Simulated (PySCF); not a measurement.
C6H13ClO2Si.
Atom-mapped SMILES: `[CH3:1][O:2][CH2:3][C@@H:4]1[CH2:5][C@:6]1([Cl:7])[CH2:8][O:9][SiH3:10]`

Cartesian coordinates in Å at the GFN2-xTB level; atoms count from 1:
```
atom  x, y, z in Å
C1    -2.0538    1.8295   -1.0366
O2    -1.7808    0.4632   -0.8745
C3    -1.3836    0.1363    0.4412
C4    -1.0268   -1.3293    0.4930
C5     0.1200   -1.8149    1.3381
C6     0.2360   -1.8234   -0.1517
Cl7    0.1378   -3.3846   -0.9590
C8     1.1890   -0.9086   -0.8969
O9     1.6171    0.1333   -0.0809
Si10   2.4581    1.4580   -0.4905
H11   -1.1643    2.4385   -0.8283
H12   -2.8659    2.1558   -0.3743
H13   -2.3560    1.9654   -2.0730
H14   -0.5206    0.7485    0.7361
H15   -2.2087    0.3410    1.1441
H16   -1.8850   -1.9842    0.4047
H17    0.7102   -1.0781    1.8616
H18    0.0175   -2.7586    1.8513
H19    0.6816   -0.5162   -1.7874
H20    2.0561   -1.4950   -1.2288
H21    1.7548    2.2356   -1.5152
H22    3.7836    1.1093   -1.0049
H23    2.4789    2.1056    0.8125
```

NICS is the negative of the GIAO shielding at a point without a nucleus: at the ring centre (0) and 1 Å above and below it (1); zz is the component along the ring normal. Level: GIAO PBE0/pcSseg-1 (PySCF, non-relativistic, gas phase) on the GFN2-xTB geometry, one conformer.

Ring bond lengths (Å), with Mayer bond orders in brackets: C4–C5 1.505 (0.93), C5–C6 1.494 (0.91), C6–C4 1.502 (0.89).

What do the NICS probes read (ppm)?

| ring | type | NICS(0) | NICS(1), two faces | NICS(1)zz, two faces | rms pucker (Å) | centre to ring atoms, mean (Å) |
| --- | --- | --- | --- | --- | --- | --- |
| C4–C5–C6 | 3-membered carbocycle; formal bonds all single | -41.5 | -7.4 / -8.7 | -19.1 / -22.9 | 0.00 | 0.87 |

What can be read from them?

- C4–C5–C6: mean NICS(1)zz -21.0 ppm, shielded. C4, C5, C6 have four or more neighbours, so the value isn't read as a sign of a π ring current. The two faces differ by 3.8 ppm, so no symmetry operation interchanges them. NICS(0) lies 33 ppm below the mean NICS(1).

What are the shieldings of the ring atoms and their hydrogens in the same run (means over atoms taken as equivalent)?

```
atoms                 environment  σ isotropic (ppm)
   C4  three-membered-ring carbon              157.2
   C5  three-membered-ring carbon              168.4
   C6             sp3 C–Cl carbon              138.4
  H16            methine hydrogen              29.99
  H17          methylene hydrogen              30.31
  H18          methylene hydrogen              30.69
```

Time: 2.5 min (with the writing of density and orbital grids); peak memory 1.2 GiB. Hardware: an Arm Neoverse N1 with one thread, on a shared host. This is the whole shielding run at PBE0/pcSseg-1, SCF included.
